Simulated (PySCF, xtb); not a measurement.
B(H)(Et)(OMe) (C3H9BO), SMILES CCBOC. Other conformers were not sampled.

Harmonic wavenumbers (cm⁻¹) from xtb with GFN2-xTB at its own minimum, in rising order: 48, 67, 172, 207, 300, 344, 514, 592, 817, 867, 946, 995, 1048, 1075, 1123, 1125, 1151, 1245, 1286, 1349, 1412, 1416, 1472, 1475, 1479, 1510, 1513, 2611, 2926, 2949, 2950, 2962, 2994, 3012, 3035, 3040.

Q: What does PySCF with r2SCAN-D4/def2-SVP give at its own minimum? (Estimate from the structure and the level; the computed values follow.)

A: 30, 91, 187, 209, 297, 326, 519, 530, 846, 883, 965, 1010, 1023, 1066, 1159, 1165, 1180, 1251, 1273, 1386, 1396, 1408, 1463, 1474, 1475, 1479, 1492, 2562, 2989, 3015, 3028, 3030, 3105, 3120, 3124, 3143. Paired by order, the mean absolute difference is 35 cm⁻¹ and the zero-point energies are 74.4 and 75.3 kcal/mol.
